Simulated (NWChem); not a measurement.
C2H6OSi2; SMILES [SiH3]C1=CO[SiH2]1

```xyz
11

Si     0.1093    -2.1331     0.0000
C     -0.0628    -0.2976     0.0000
C     -1.1804     0.4801     0.0000
O     -0.8981     1.8120     0.0000
Si     0.7879     1.3449     0.0000
H      0.8569    -2.6114    -1.2047
H      0.8569    -2.6114     1.2047
H     -1.2491    -2.7611     0.0000
H     -2.2451     0.2058     0.0000
H      1.4896     1.8263    -1.2208
H      1.4896     1.8263     1.2208
```
Atoms are numbered in this order, from 1.

Results from NWChem. Structure relaxed at the PBE0/def2-SVP level. Level: M06-2X/def2-SVP with SMD (1 M gas to 1 M solution), gas-phase geometry. Reactions with the solvent are ignored.

```
solvent        dielectric constant  solvation free energy (kcal/mol)  cavity-dispersion-structure term (kcal/mol)  dipole in solution (D)
-------------  -------------------  --------------------------------  -------------------------------------------  ----------------------
water                         78.4                               0.5                                          4.2                    0.91
chloroform                    4.71                                 ?                                            ?                    0.79
n-hexane                      1.88                              -1.8                                         -0.8                    0.76
cyclohexanone                 15.6                              -1.8                                          0.4                    0.79
```

### Question
Fill in the missing entries.

### Answer

- chloroform, solvation free energy (kcal/mol): -2.3
- chloroform, cavity-dispersion-structure term (kcal/mol): -0.2
